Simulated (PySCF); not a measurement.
## Static response to an electric field

C₆H₆O₃.
Numbering: `[CH3:1][O:2][C:3](=[O:4])[c:5]1[cH:6][cH:7][o:8][cH:9]1` (hydrogens: H10, H11, H12 on C1; H13 on C6; H14 on C7; H15 on C9)

Cartesian coordinates in Å at the PBE0-D3(BJ)/def2-SVP level; atoms count from 1:
```xyz
15
C6H6O3 angstrom
C     -2.598   -0.159   -0.194
O     -1.208    0.108   -0.222
C     -0.419   -0.880    0.219
O     -0.837   -1.939    0.615
C      1.001   -0.508    0.156
C      1.608    0.715   -0.283
C      2.946    0.531   -0.134
O      3.202   -0.705    0.359
C      2.031   -1.327    0.532
H     -3.094    0.753   -0.547
H     -2.931   -0.404    0.826
H     -2.849   -1.006   -0.850
H      1.097    1.599   -0.655
H      3.814    1.156   -0.326
H      2.052   -2.340    0.926
```

Level: CAM-B3LYP/def2-SVPD (PySCF), static field, nuclei fixed, core orbitals frozen in the response. The polarisability tensor in these axes (au):

```
x   102.93   2.74   1.99
y     2.74  77.54 -10.09
z     1.99 -10.09  55.33
```

Q: Give the principal values, the mean and the anisotropy Δα = √{½[(α1 − α2)² + (α2 − α3)² + (α1 − α3)²]}.

A: Principal values 51.28, 81.28 and 103.24 au; mean 78.60 au = 11.65 Å³ = 12.96 × 10⁻⁴⁰ C²·m²/J; Δα = 45.18 au (57 % of the mean).

Q: What is the dipole moment, and where does it point?

A: (0.04, 2.02, -0.79) D, 2.17 D in size, pointing from the negative to the positive side. Measured along this direction, the outermost atoms are H15 at the negative end and H13 at the positive end.

Q: Orientational against electronic polarisability at 350 K (dilute gas, rigid molecules)?

A: In Gaussian units μ²/3kT = 32.52 Å³ against 11.65 Å³, a ratio of 2.79; the Debye molar polarisation (4π/3)N_A(α + μ²/3kT) is 111.4 cm³/mol, leaving out the vibrational part.

Q: What depolarisation ratio follows for Rayleigh scattering of linearly polarised light, taking the static tensor?

A: ρ = 3Δα²/(45ᾱ² + 4Δα²) = 6123.3/(278002 + 8164.5) = 0.0214.

Q: Give the eigenvalues of the traceless quadrupole moment Θ = ½Σq(3rr − r²1), origin at the centre of nuclear charge.

A: -4.51, -4.25, 8.76 D·Å. The values depend on the origin, since the dipole doesn't vanish. The electronic extent ⟨r²⟩ about the same centre is 1290 bohr², a root-mean-square distance of 2.34 Å for the 66 electrons.

Q: Sum over states: ᾱ = Σ f/ω², ω in Eh. What share falls to these 10 lowest TDDFT singlets (eV, f)? 5.50, 0.0002; 5.65, 0.0808; 6.53, 0.0093; 6.86, 0.0028; 6.98, 0.6108; 7.47, 0.0625; 7.63, 0.0181; 7.80, 0.0146; 8.03, 0.0352; 8.13, 0.1363.

A: They add up to 14.54 au, 18.5 % of the 78.60 au; the largest single term is 9.29 au, from the state at 6.98 eV. Terms in order: 0.00, 1.87, 0.16, 0.04, 9.29, 0.83, 0.23, 0.18, 0.40, 1.53 au. Higher excitations give the rest. The strengths listed sum to 0.971.

Isolated species at its PBE0-D3(BJ)/def2-SVP geometry (one conformer only).
